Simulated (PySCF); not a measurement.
**Ti(3+) (titanium, charge +3) across methods**

[Ar] 3d1, 2D determinant. Computed with PySCF 2.14 in aug-cc-pwCVTZ (10s9p7d4f3g, 127 functions), with no relativity, point nucleus.

```tsv
method	E (hartree)	mean ε 3p α (eV)	mean ε 3p β (eV)	mean ε 3d α (eV)	Σ⟨r²⟩ (bohr²)	⟨S²⟩
wB97M-V	-847.551	-76.701	-75.478	-40.241	13.00	0.750
UHF	-846.75480	-82.187	-79.736	-43.666	12.97	0.752
BP86	-847.666	-71.292	-70.334	-35.776	12.97	0.750
wB97X-V	-847.486	-76.730	-75.539	-40.336	12.98	0.751
r2SCAN	-847.548	-72.262	-71.072	-36.074	12.95	0.751
PBE	-847.337	-71.249	-70.253	-35.699	13.00	0.751
LDA	-845.499	-71.297	-70.315	-35.588	13.02	0.750
```

**Question.** Estimate the same row for PBE0.

**Answer.** E (hartree) = -847.391; mean ε 3p α (eV) = -74.295; mean ε 3p β (eV) = -72.978; mean ε 3d α (eV) = -37.895; Σ⟨r²⟩ (bohr²) = 12.97; ⟨S²⟩ = 0.751.
